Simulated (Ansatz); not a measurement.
Ansatz (a quantum-chemistry and plane-wave program) input (B3LYP-D3(BJ)/def2-TZVP):

Ansatz 0.2 input:
```yaml
crystal:
  periodic: [false, false, false]
  atoms:
    - {symbol: W, position_ang: [-0.01064966, 0.00949806, -0.01658779]}
    - {symbol: H, position_ang: [0.72290291, 1.26070871, -0.89514648]}
    - {symbol: H, position_ang: [-0.12552503, 0.57384013, 1.55475864]}
    - {symbol: H, position_ang: [0.79347029, -0.70766901, 1.23590052]}
    - {symbol: H, position_ang: [-1.57366542, -0.50194273, -0.42999176]}
    - {symbol: H, position_ang: [0.97089189, -1.32779391, -0.23802461]}
basis:
  gaussian:
    orbitals: def2-TZVP
hamiltonian:
  xc: b3lyp
  dispersion: d3bj
total_charge: 1
phonons: {temperatures: {t_min: 298.15, t_max: 298.15, t_step: 100}}
```

Output:

```
Functional definition: B3LYP
integrals: 0.02 GiB planned
613 factors; their error is unknown
mean field: 0.16 GiB planned
mean field evaluation 1: about -1894.0334 eV, gradient 2.9e1 eV
mean field evaluation 2: about -1891.8437 eV, gradient 4.1e1 eV
mean field evaluation 4: about -1896.2393 eV, gradient 2.6e0 eV
mean field evaluation 8: about -1896.2555 eV, gradient 3.2e-2 eV
mean field evaluation 16: about -1896.2570 eV, gradient 2.1e-5 eV
mean field -1896.25695426 eV, -69.6861577398 hartree, gradient 2.1e-5 eV, S^2 0.000000; 0 other end points of the search recorded, 0 dependent functions left out
the calculation of the forces begins
reference -1896.25719020 eV, -69.6861664107 hartree; 9, 9 occupied and 61, 61 virtual orbitals, 613 factors
these checks for a lower state are left out or cut short: stability, starts, cluster_reference, orbital_swaps, neighbouring_geometries, increment
integrals: 0.02 GiB planned
613 factors; their error is unknown
mean field: 0.16 GiB planned
mean field -1896.25685144 eV, -69.6861539614 hartree, gradient 7.1e-7 eV, S^2 0.000000; 0 other end points of the search recorded, 0 dependent functions left out
the calculation of the forces begins
reference -1896.25708740 eV, -69.6861626329 hartree; 9, 9 occupied and 61, 61 virtual orbitals, 613 factors
these checks for a lower state are left out or cut short: stability, starts, cluster_reference, orbital_swaps, neighbouring_geometries, increment
integrals: 0.02 GiB planned
613 factors; their error is unknown
mean field: 0.16 GiB planned
mean field -1896.25685086 eV, -69.6861539401 hartree, gradient 7.2e-7 eV, S^2 0.000000; 0 other end points of the search recorded, 0 dependent functions left out
the calculation of the forces begins
reference -1896.25708679 eV, -69.6861626104 hartree; 9, 9 occupied and 61, 61 virtual orbitals, 613 factors
these checks for a lower state are left out or cut short: stability, starts, cluster_reference, orbital_swaps, neighbouring_geometries, increment
integrals: 0.02 GiB planned
613 factors; their error is unknown
mean field: 0.16 GiB planned
mean field evaluation 32: about -1896.2554 eV, gradient 1.1e0 eV
mean field -1896.25692892 eV, -69.6861568087 hartree, gradient 7.1e-7 eV, S^2 0.000000; 0 other end points of the search recorded, 0 dependent functions left out
the calculation of the forces begins
reference -1896.25716489 eV, -69.6861654803 hartree; 9, 9 occupied and 61, 61 virtual orbitals, 613 factors
these checks for a lower state are left out or cut short: stability, starts, cluster_reference, orbital_swaps, neighbouring_geometries, increment
integrals: 0.02 GiB planned
613 factors; their error is unknown
mean field: 0.16 GiB planned
mean field -1896.25689901 eV, -69.6861557094 hartree, gradient 7.1e-7 eV, S^2 0.000000; 0 other end points of the search recorded, 0 dependent functions left out
the calculation of the forces begins
reference -1896.25713493 eV, -69.6861643795 hartree; 9, 9 occupied and 61, 61 virtual orbitals, 613 factors
these checks for a lower state are left out or cut short: stability, starts, cluster_reference, orbital_swaps, neighbouring_geometries, increment
integrals: 0.02 GiB planned
613 factors; their error is unknown
mean field: 0.16 GiB planned
mean field -1896.25694860 eV, -69.6861575321 hartree, gradient 7.1e-7 eV, S^2 0.000000; 0 other end points of the search recorded, 0 dependent functions left out
the calculation of the forces begins
reference -1896.25718456 eV, -69.6861662031 hartree; 9, 9 occupied and 61, 61 virtual orbitals, 613 factors
these checks for a lower state are left out or cut short: stability, starts, cluster_reference, orbital_swaps, neighbouring_geometries, increment
integrals: 0.02 GiB planned
613 factors; their error is unknown
mean field: 0.16 GiB planned
mean field -1896.25694142 eV, -69.6861572680 hartree, gradient 7.1e-7 eV, S^2 0.000000; 0 other end points of the search recorded, 0 dependent functions left out
the calculation of the forces begins
reference -1896.25717736 eV, -69.6861659387 hartree; 9, 9 occupied and 61, 61 virtual orbitals, 613 factors
these checks for a lower state are left out or cut short: stability, starts, cluster_reference, orbital_swaps, neighbouring_geometries, increment
integrals: 0.02 GiB planned
613 factors; their error is unknown
mean field: 0.16 GiB planned
mean field evaluation 64: about -1896.2569 eV, gradient 9.3e-2 eV
mean field -1896.25693924 eV, -69.6861571879 hartree, gradient 7.1e-7 eV, S^2 0.000000; 0 other end points of the search recorded, 0 dependent functions left out
the calculation of the forces begins
reference -1896.25717516 eV, -69.6861658580 hartree; 9, 9 occupied and 61, 61 virtual orbitals, 613 factors
these checks for a lower state are left out or cut short: stability, starts, cluster_reference, orbital_swaps, neighbouring_geometries, increment
integrals: 0.02 GiB planned
613 factors; their error is unknown
mean field: 0.16 GiB planned
mean field -1896.25694737 eV, -69.6861574867 hartree, gradient 7.1e-7 eV, S^2 0.000000; 0 other end points of the search recorded, 0 dependent functions left out
the calculation of the forces begins
reference -1896.25718334 eV, -69.6861661583 hartree; 9, 9 occupied and 61, 61 virtual orbitals, 613 factors
these checks for a lower state are left out or cut short: stability, starts, cluster_reference, orbital_swaps, neighbouring_geometries, increment
integrals: 0.02 GiB planned
613 factors; their error is unknown
mean field: 0.16 GiB planned
mean field -1896.25693715 eV, -69.6861571112 hartree, gradient 7.2e-7 eV, S^2 0.000000; 0 other end points of the search recorded, 0 dependent functions left out
the calculation of the forces begins
reference -1896.25717311 eV, -69.6861657825 hartree; 9, 9 occupied and 61, 61 virtual orbitals, 613 factors
these checks for a lower state are left out or cut short: stability, starts, cluster_reference, orbital_swaps, neighbouring_geometries, increment
integrals: 0.02 GiB planned
613 factors; their error is unknown
mean field: 0.16 GiB planned
mean field -1896.25692270 eV, -69.6861565802 hartree, gradient 7.2e-7 eV, S^2 0.000000; 0 other end points of the search recorded, 0 dependent functions left out
the calculation of the forces begins
reference -1896.25715864 eV, -69.6861652506 hartree; 9, 9 occupied and 61, 61 virtual orbitals, 613 factors
these checks for a lower state are left out or cut short: stability, starts, cluster_reference, orbital_swaps, neighbouring_geometries, increment
integrals: 0.02 GiB planned
613 factors; their error is unknown
mean field: 0.16 GiB planned
mean field evaluation 96: about -1896.2569 eV, gradient 1.1e-3 eV
mean field -1896.25693683 eV, -69.6861570995 hartree, gradient 7.1e-7 eV, S^2 0.000000; 0 other end points of the search recorded, 0 dependent functions left out
the calculation of the forces begins
reference -1896.25717278 eV, -69.6861657703 hartree; 9, 9 occupied and 61, 61 virtual orbitals, 613 factors
these checks for a lower state are left out or cut short: stability, starts, cluster_reference, orbital_swaps, neighbouring_geometries, increment
integrals: 0.02 GiB planned
613 factors; their error is unknown
mean field: 0.16 GiB planned
mean field -1896.25692657 eV, -69.6861567224 hartree, gradient 7.1e-7 eV, S^2 0.000000; 0 other end points of the search recorded, 0 dependent functions left out
the calculation of the forces begins
reference -1896.25716252 eV, -69.6861653933 hartree; 9, 9 occupied and 61, 61 virtual orbitals, 613 factors
Total energy: -1896.40436827 eV, -69.6915751047 hartree
Atom 0 at    -0.010650     0.009498    -0.016588 Å, force     0.000033    -0.000029     0.000051 eV/Å
Atom 1 at     0.722903     1.260709    -0.895146 Å, force     0.000110     0.000046     0.000019 eV/Å
Atom 2 at    -0.125525     0.573840     1.554759 Å, force    -0.000026     0.000011    -0.000086 eV/Å
Atom 3 at     0.793470    -0.707669     1.235901 Å, force     0.000000    -0.000000     0.000001 eV/Å
Atom 4 at    -1.573665    -0.501943    -0.429992 Å, force    -0.000063    -0.000088     0.000054 eV/Å
Atom 5 at     0.970892    -1.327794    -0.238025 Å, force    -0.000054     0.000060    -0.000039 eV/Å
Dipole moment:    -0.046325     0.041315    -0.072155 e Å
Vibrations: 288.46 291.08 718.41 939.44 940.09 1013.95 1037.94 2058.22 2067.53 2104.25 2106.58 2123.65 cm⁻¹, zero-point energy 0.972631 eV
```

The spin state was set by rule; other spins were not relaxed.
